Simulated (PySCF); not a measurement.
# Oxygen: a sound run and one with changed settings

Sound run: O⁺ [He] 2s2 2p3, O²⁺ [He] 2s2 2p2. All numbers are calculated (PySCF 2.14, scalar relativity by spin-free X2C-1e, in x2c-TZVPall (5s3p2d1f, 31 functions)). In the sound run the correlated levels freeze 1s2. The sound run starts from symmetry-adapted Hartree-Fock orbitals and uses a fine grid where one is needed.

Changed run: a valence shell is frozen. This setting is unsound on purpose.

```json
{"species": "O⁺", "method": "MP2", "sound run (hartree)": "-74.52274", "changed run (hartree)": "-74.44974", "converged": "yes"}
{"species": "O⁺", "method": "CCSD(T)", "sound run (hartree)": "-74.53957", "changed run (hartree)": "-74.45380", "converged": "yes"}
{"species": "O²⁺", "method": "MP2", "sound run (hartree)": "-73.22951", "changed run (hartree)": "-73.16345", "converged": "yes"}
{"species": "O²⁺", "method": "CCSD(T)", "sound run (hartree)": "-73.25258", "changed run (hartree)": "-73.16492", "converged": "yes"}
```

Ionisation energy of O⁺:

```json
{"method": "UHF", "sound run (eV)": "34.573", "changed run (eV)": "34.573"}
{"method": "MP2", "sound run (eV)": "35.191", "changed run (eV)": "35.001"}
{"method": "SCS-MP2", "sound run (eV)": "34.939", "changed run (eV)": "34.716"}
{"method": "CCSD", "sound run (eV)": "35.014", "changed run (eV)": "35.070"}
{"method": "CCSD(T)", "sound run (eV)": "35.021", "changed run (eV)": "35.072"}
```

Freezing a valence shell removes pair correlation that changes on ionisation.

For comparison, NIST gives 35.121 eV between the lowest levels.
